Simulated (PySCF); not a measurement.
Stepwise substitution at one centre (Ga Cl-Br). Isolated molecules, 0 K electronic values unless said otherwise. Strings in code marks are SMILES.

The S1–T1 gap (TDA) from two functionals at the same geometries (PBE0-D3(BJ)/def2-TZVP), both in PySCF: PBE-D3(BJ)/def2-TZVP and PBE0-D3(BJ)/def2-TZVP. Excitations are Tamm–Dancoff values on a coarser integration grid. The basis has no diffuse functions, so Rydberg states are missing or too high.

| species | PBE-D3(BJ)/def2-TZVP (eV) | PBE0-D3(BJ)/def2-TZVP (eV) |
|---|---|---|
| 0 of 3 Cl replaced by Br (`[Cl][Ga]([Cl])[Cl]`) | 0.32 | 0.39 |
| 1 of 3 Cl replaced by Br (`[Ga]([Br])([Cl])[Cl]`) | 0.34 | 0.41 |
| 2 of 3 Cl replaced by Br | 0.32 | 0.39 |
| 3 of 3 Cl replaced by Br (`[Ga]([Br])([Br])[Br]`) | 0.30 | 0.36 |

Over these rows, drawn at random from the members with no instability flagged (it was tested for open shells, ions and some series alone), PBE minus PBE0-D3(BJ): mean -0.07 eV, from -0.07 eV to -0.06 eV.
